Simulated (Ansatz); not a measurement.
A made-up structure of SnH3S (charge +1), closed shell:

```tsv
atom	x (Å)	y (Å)	z (Å)
S1	0.3477	-1.7766	0.5531
Sn2	-0.1779	0.4857	-0.5616
H3	0.5435	-1.1698	1.9235
H4	-0.5409	0.4114	-2.4092
H5	-0.1724	2.0494	0.4942
```

It is relaxed with PBE-D4/def2-SVP and then PBE0-D4/def2-TZVP (Ansatz 0.2.0). Atoms count as bonded within 1.22 times the sum of their covalent radii (H–H: 0.88 Å). The end point is not checked to be a true minimum.

Does its bonding change? (Judge from chemistry; the calculation decides.)

Computed: No: no bond forms or breaks.

Where it ends: The first stage lowers the energy by 0.77 eV in 6 steps. It ends as SnH₃S ([SH][SnH2]), total charge +1:
| atom | x (Å) | y (Å) | z (Å) |
| --- | --- | --- | --- |
| S1 | 0.3103 | -1.5859 | 0.4939 |
| Sn2 | -0.1589 | 0.4340 | -0.5015 |
| H3 | 0.4853 | -1.0443 | 1.7175 |
| H4 | -0.4827 | 0.3662 | -2.1510 |
| H5 | -0.1540 | 1.8299 | 0.4412 |

Labels in which every atom is bracketed show which atoms are joined, not bond orders.

For scale, one of the runs: PBE0-D4/def2-TZVP relaxation, 105 basis functions, launched by `ansatz run in.yaml --threads 2 --pin off --events-out ev --progress --plain --max-ram 4352MiB`. Hardware: 2 CPU threads of an Arm Neoverse V2, shared host. Wall time about 8.5 s.
